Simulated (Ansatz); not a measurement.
`N[SiH2]O[SiH](N)Cl` + `N[SiH](O)F` → `N[SiH2]O[SiH](N)F` + `N[SiH](O)Cl`  (ligand exchange at the Si–O bond)

Isolated molecules relaxed with PBE0-D4/def2-TZVP in Ansatz; ΔE leaves out vibrations. CCSD(T)/CBS adds triple-zeta CCSD(T) − MP2 to the extrapolated MP2 energy (def2 sets, frozen cores). This one scheme is used for every species. DFT in def2-TZVPP. Each species was taken in one conformer, which may not be the lowest.

```json
{"level": "PBE-D4", "ΔE (kcal/mol)": "0.0", "difference from CCSD(T)/CBS": "0.1"}
{"level": "r2SCAN-D4", "ΔE (kcal/mol)": "0.1", "difference from CCSD(T)/CBS": "0.2"}
{"level": "ωB97M-V", "ΔE (kcal/mol)": "-0.1", "difference from CCSD(T)/CBS": "0.0"}
{"level": "PBE", "ΔE (kcal/mol)": "-0.4", "difference from CCSD(T)/CBS": "-0.3"}
{"level": "r2SCAN", "ΔE (kcal/mol)": "-0.1", "difference from CCSD(T)/CBS": "0.0"}
{"level": "PBE0", "ΔE (kcal/mol)": "-0.4", "difference from CCSD(T)/CBS": "-0.3"}
{"level": "HF/def2-TZVPP", "ΔE (kcal/mol)": "-0.3", "difference from CCSD(T)/CBS": "-0.2"}
{"level": "HF/def2-QZVPP", "ΔE (kcal/mol)": "-0.3", "difference from CCSD(T)/CBS": "-0.2"}
{"level": "SCS-MP2/def2-QZVPP", "ΔE (kcal/mol)": "0.0", "difference from CCSD(T)/CBS": "0.1"}
{"level": "MP2/CBS(def2)", "ΔE (kcal/mol)": "0.0", "difference from CCSD(T)/CBS": "0.1"}
{"level": "CCSD(T)/CBS", "ΔE (kcal/mol)": "-0.1", "difference from CCSD(T)/CBS": "0"}
```

Largest T1 diagnostic among the species: 0.011.
